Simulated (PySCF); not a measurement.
## Spinor energies of P³⁺ (phosphorus, charge +3)

Start: [Ne] 3s2. Calculated with PySCF 2.14 in x2c-QZVPPall-2c (9s7p4d2f1g, 73 functions): generalised Hartree-Fock with the X2C-1e Hamiltonian and a Gaussian nucleus; one run each with spin-orbit coupling (SO) switched off, then screened by Boettger's factors.

```json
{"spinor shell": "1s1/2", "electrons": "2", "ε, spin-free (eV)": "-2222.3", "ε, screened SO (eV)": "-2222.3", "weight of nominal j (screened SO)": "1.000", "rms radius, screened SO (bohr)": "0.120"}
{"spinor shell": "2s1/2", "electrons": "2", "ε, spin-free (eV)": "-244.26", "ε, screened SO (eV)": "-244.26", "weight of nominal j (screened SO)": "1.000", "rms radius, screened SO (bohr)": "0.558"}
{"spinor shell": "2p1/2", "electrons": "2", "ε, spin-free (eV)": "-185.62", "ε, screened SO (eV)": "-186.28", "weight of nominal j (screened SO)": "1.000", "rms radius, screened SO (bohr)": "0.536"}
{"spinor shell": "2p3/2", "electrons": "4", "ε, spin-free (eV)": "-185.62", "ε, screened SO (eV)": "-185.29", "weight of nominal j (screened SO)": "1.000", "rms radius, screened SO (bohr)": "0.539"}
{"spinor shell": "3s1/2", "electrons": "2", "ε, spin-free (eV)": "-50.000", "ε, screened SO (eV)": "-50.000", "weight of nominal j (screened SO)": "1.000", "rms radius, screened SO (bohr)": "1.81"}
```

| quantity | spin-free | screened SO |
| --- | --- | --- |
| E (hartree) | -339.38212 | -339.38244 |
| M_J | 0 | 0 |
| ⟨J²⟩ | 0.000 | 0.000 |
| ⟨L²⟩ | 0.000 | 0.000 |
| ⟨S²⟩ | 0.000 | 0.000 |

Without spin-orbit coupling the j labels of p, d and f shells carry no meaning; the spin-free column gives the mean over the occupied spinors of each nl shell.
